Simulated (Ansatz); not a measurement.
VO3F3H6⁺, that is mer-VF3(H2O)3 with one electron fewer. The state is a doublet with charge 1. Geometry r2SCAN-D4/def2-SVP; atoms count from 1.

```xyz
13

V     0.346    0.229    0.031
F    -0.406    0.549    1.546
F     0.722   -0.768   -1.320
F     1.791    1.169    0.168
O    -1.589   -0.694   -0.307
H    -2.157   -0.864    0.462
H    -1.629   -1.478   -0.879
O    -0.431    1.757   -0.976
H     0.079    2.568   -1.146
H    -1.322    1.822   -1.356
O     1.196   -1.349    1.090
H     1.437   -1.162    2.014
H     1.963   -1.777    0.672
```

The name describes the triplet; other states may take another shape.

Problem. Estimate the Mulliken populations from the PBE0/def2-TZVP orbitals of Ansatz.

Solution. 
```
atom  charge (e)  spin (α − β)  d electrons
  V1        1.33          1.04         3.00
  F2       -0.37         -0.03            –
  F3       -0.37         -0.03            –
  F4       -0.37          0.04            –
  O5       -0.57          0.00            –
  H6        0.40          0.00            –
  H7        0.40          0.00            –
  O8       -0.54         -0.01            –
  H9        0.42          0.00            –
 H10        0.41          0.00            –
 O11       -0.52          0.00            –
 H12        0.40          0.00            –
 H13        0.40          0.00            –
```
Mulliken values depend strongly on the basis.

Problem. Where does the spin sit?

Solution. Summed by element: V 1.04, F -0.02, O -0.02, H 0.01, of 1 unpaired in all. Largest on single atoms: V1 1.04, F4 0.04, F2 -0.03.

Problem. And the Mayer bond orders between heavy atoms (over 0.3)?

Solution. V1–F2 1.02 (1.72 Å); V1–F3 1.02 (1.72 Å); V1–F4 1.02 (1.73 Å); V1–O5 0.35 (2.17 Å); V1–O8 0.43 (1.99 Å); V1–O11 0.43 (2.08 Å).
